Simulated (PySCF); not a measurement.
B3LYP has the VWN-RPA correlation part, as in Gaussian. Excitations are Tamm–Dancoff values on a coarser integration grid. The basis has no diffuse functions, so Rydberg states are missing or too high.

Z-matrix (Å, degrees):
```
C
F 1 1.3556
F 1 1.3597 2 107.76
H 1 1.0897 2 109.16 3 117.05
S 1 1.8182 4 112.64 3 124.19
H 5 1.3435 1 93.95 4 -54.12
```
Charge 0, multiplicity 1.

Question: Give the S1 excitation (TDA), S1–T1 gap (TDA), dipole moment, S1 oscillator strength, T1 excitation (TDA), HOMO, total energy and HOMO–LUMO gap at the level B3LYP-D3(BJ)/def2-TZVP in PySCF 2.14.0.

Answer: 
```yaml
S1 excitation (TDA): 5.65 eV
S1–T1 gap (TDA): 0.58 eV
dipole_moment: 2.11 D
S1 oscillator strength: 0.002
T1 excitation (TDA): 5.08 eV
HOMO: -7.62 eV
total_energy: -637.3188 Ha
HOMO–LUMO gap: 7.15 eV
```
